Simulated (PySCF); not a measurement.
## Ionisation energy of Os⁵⁰⁺ by level of theory

Os⁵⁰⁺ [Ar] 3d8 (3F) → Os⁵¹⁺ [Ar] 3d7 (4F), as a difference of total energies. Calculation: PySCF 2.14, in an uncontracted even-tempered set (17 s from 12 bohr⁻², ratio 2.5; 13 p from 15 bohr⁻², ratio 2.5; 7 d from 15 bohr⁻², ratio 2.5; 4 f from 62 bohr⁻², ratio 2.7; 3 g from 93 bohr⁻², ratio 2.7); the spin-free X2C one-electron Hamiltonian (Gaussian nucleus). Correlated levels: outer shells: [Ne] frozen; virtual orbitals above 40 to 60 times the deepest correlated orbital energy dropped. The calculations carry no spin-orbit coupling.

| method | ionisation energy (eV) |
| --- | --- |
| UHF | 4666.3 |
| LDA | 4666.1 |
| PBE | 4666.2 |
| PBE0 | 4666.8 |
| r2SCAN | 4668.3 |
| r2SCAN0 | 4668.3 |
| B2PLYP | 4667.1 |
| MP2 (outer shells) | 4667.8 |
| SCS-MP2 (outer shells) | 4667.7 |

Spin-orbit coupling is strong in these open shells (close to jj coupling). The scalar numbers leave it out and a first-order estimate fails, so it can dominate the gap to the real levels.

Breit and QED terms and the two-electron picture change are absent.

For comparison: 4635 ± 4 eV (theoretical estimate listed by NIST; NIST Atomic Spectra Database, ionization energies).
